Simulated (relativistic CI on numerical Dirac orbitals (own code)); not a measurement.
Method of calculation: Dirac-Coulomb-Breit CI, separate exchange-only KLI orbitals for each configuration, QED by a radiative potential, valence Slater integrals scaled by 0.85, P86 correlation estimate, and configurations built on the next ion tied to the tabulated ionisation energy (semi-empirical) (own radial code, finite nucleus).

Configurations in the expansion (outside the closed core [Ar] 3d10): 4s2 4p6 4d, 4s2 4p6 5s, 4s2 4p6 5p, 4s2 4p6 5d, 4s2 4p6 6s, 4s2 4p6 4f, 4s2 4p6 5f, 4s2 4p5 4d2, 4s2 4p6 6p, 4s2 4p4 4d3, 4s2 4p6 6d, 4s2 4p6 5g, 4s2 4p5 4d 4f, 4s2 4p6 6f, 4s 4p6 4d2, 4s2 4p5 4d 5s, 4s2 4p5 4d 5p, 4s 4p6 4d 4f. Levels of other configurations are missing.

Configurations that consist of the next ion and one excited electron were tied to the tabulated ionisation energy; Rydberg ones are usually within 1,000 to 3,000 cm⁻¹ and the lowest ones within about 6,000 (9,000 in d shells), while levels on excited terms of the next ion carry the error of that term, and the other configurations can be misplaced by 10,000 cm⁻¹ or more. Rates follow the energies as ν³ (E1, M1) or ν⁵ (E2), so rates, branching and lifetimes can be off by large factors. 7 of the 7 excited levels that our extract of the measured tables holds in this range could be paired (the sources list more); they are missed by 1813 cm⁻¹ on average and 3051 at most, and levels without a partner can miss by more.

Outline of the computed level scheme of Nb V. Lowest level of each configuration: 4s2 4p6 4d 2D_3/2 at 0.0000 eV; 4s2 4p6 5s 2S_1/2 at 9.6748 eV; 4s2 4p6 5p 2P°_1/2 at 16.3965 eV; 4s2 4p6 5d 2D_3/2 at 26.4178 eV; 4s2 4p6 4f 2F°_5/2 at 27.3882 eV; 4s2 4p6 6s 2S_1/2 at 28.5518 eV; 4s2 4p6 6p 2P°_1/2 at 31.2737 eV; 4s2 4p5 4d2 4D°_1/2 at 33.8168 eV; 4s2 4p6 5f 2F°_5/2 at 35.1507 eV.

Some strong electric-dipole decays among the lowest 41 levels: 4s2 4p6 4f 2F°_7/2 → 4s2 4p6 4d 2D_5/2 (1.1e+10 s⁻¹); 4s2 4p6 4f 2F°_5/2 → 4s2 4p6 4d 2D_3/2 (9.9e+09 s⁻¹); 4s2 4p6 5p 2P°_1/2 → 4s2 4p6 4d 2D_3/2 (3.4e+09 s⁻¹); 4s2 4p6 5p 2P°_3/2 → 4s2 4p6 4d 2D_5/2 (3.1e+09 s⁻¹); 4s2 4p6 5d 2D_5/2 → 4s2 4p6 5p 2P°_3/2 (3.0e+09 s⁻¹); 4s2 4p6 5d 2D_3/2 → 4s2 4p6 5p 2P°_1/2 (2.7e+09 s⁻¹); 4s2 4p6 6s 2S_1/2 → 4s2 4p6 5p 2P°_3/2 (2.4e+09 s⁻¹); 4s2 4p6 5f 2F°_7/2 → 4s2 4p6 5d 2D_5/2 (1.6e+09 s⁻¹).

LS names give the leading component of a level, which can be under half, so a name can repeat, a term be missing and a line seem to break the LS rules.
